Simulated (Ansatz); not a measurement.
Consider the ligand exchange at the Si–C bond: `C[SiH]([GeH3])C#N` + H–F → `C[SiH](F)[GeH3]` + `C#N`.

Gas-phase electronic energies from Ansatz, PBE0-D4/def2-TZVP geometries. CCSD(T)/CBS adds triple-zeta CCSD(T) − MP2 to the extrapolated MP2 energy (def2 sets, frozen cores). This one scheme is used for every species. DFT in def2-TZVPP. For Ge outer-core shells are correlated without core-valence functions, which leaves a few kJ/mol of doubt a bond. Scalar relativity is left out up to krypton.

`C[SiH]([GeH3])C#N`:

Cartesian coordinates in Å:
```
C 0.092 0.626 1.694
Si -0.408 -0.467 0.267
Ge 1.107 -0.386 -1.567
C -2.044 0.127 -0.374
N -3.041 0.523 -0.796
H 0.198 1.662 1.367
H -0.657 0.588 2.488
H 1.048 0.293 2.104
H -0.638 -1.868 0.701
H 2.483 -0.898 -1.110
H 1.255 1.063 -2.053
H 0.603 -1.263 -2.721
```

H–F:

```xyz
2

F    -0.226    0.397    0.050
H     0.226   -0.397   -0.050
```

`C[SiH](F)[GeH3]`:

```xyz
11

C     0.740   -1.551    0.326
Si    0.316    0.203    0.771
F    -0.575    0.197    2.111
Ge   -0.927    1.296   -0.943
H     1.381   -1.567   -0.560
H     1.278   -2.037    1.144
H    -0.158   -2.134    0.108
H     1.552    0.973    1.079
H    -0.085    1.363   -2.231
H    -2.220    0.527   -1.263
H    -1.301    2.732   -0.542
```

`C#N`:

Cartesian coordinates in Å:
```
C -0.012 0.005 0.022
N 0.541 -0.190 -0.962
H -0.529 0.186 0.940
```

```csv
level,ΔE (kcal/mol),difference from CCSD(T)/CBS
revPBE-D4,-17.2,2.3
BLYP-D4,-20.3,-0.8
r2SCANh-D4,-20.3,-0.8
ωB97M-V,-20.7,-1.2
BLYP,-22.1,-2.6
r2SCAN0,-20.5,-1.0
CCSD/def2-SVP,-19.8,-0.3
CCSD/def2-TZVPP,-20.2,-0.7
MP2/def2-QZVPP,-18.5,1.0
SCS-MP2/def2-QZVPP,-19.9,-0.4
CCSD(T)/CBS,-19.5,0
```

Largest T1 diagnostic among the species: 0.014.

Leaving LDA and LC-ωPBE aside and taking each functional with its dispersion term where it has one, the values, not all of them listed here, spread over 4.8 kcal/mol, from CAM-B3LYP-D4 to revPBE-D4. In def2-TZVPP, CCSD(T) changes the Hartree–Fock value by +4.7 kcal/mol (the triples alone add +0.9 kcal/mol) and MP2 by +5.7 kcal/mol. The D4 term adds +1.5 kcal/mol with B3LYP and +0.9 kcal/mol with PBE0; it sums over pairs of atoms, weighted by their polarisabilities, and B3LYP, whose exchange is more repulsive, gets the larger term.

B3LYP here is the variant with VWN-RPA as its local correlation; programs differ in this.
